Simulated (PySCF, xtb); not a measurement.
C₂H₉ClOSi₂, SMILES C[Si@@H](Cl)[C@@H](O)[SiH3]. Other conformers were not sampled.

Harmonic wavenumbers (cm⁻¹) from GFN2-xTB run with xtb at its own minimum, in rising order: 35, 93, 104, 111, 126, 160, 213, 239, 302, 317, 462, 514, 558, 610, 630, 681, 757, 763, 781, 783, 813, 827, 847, 1029, 1087, 1201, 1297, 1376, 1478, 1482, 2162, 2223, 2280, 2298, 2836, 3038, 3047, 3054, 3540.

Q: What does PBE-D3(BJ)/def2-SVP (PySCF) give at its own minimum? (Estimate from the structure and the level; the computed values follow.)

A: 44, 105, 116, 143, 150, 182, 220, 257, 298, 340, 474, 526, 585, 652, 656, 711, 729, 789, 827, 859, 886, 903, 913, 1014, 1030, 1202, 1217, 1286, 1375, 1380, 2134, 2156, 2175, 2202, 2845, 2978, 3079, 3089, 3666. Paired by order, the mean absolute difference is 44 cm⁻¹ and the zero-point energies are 63.1 and 63.2 kcal/mol.
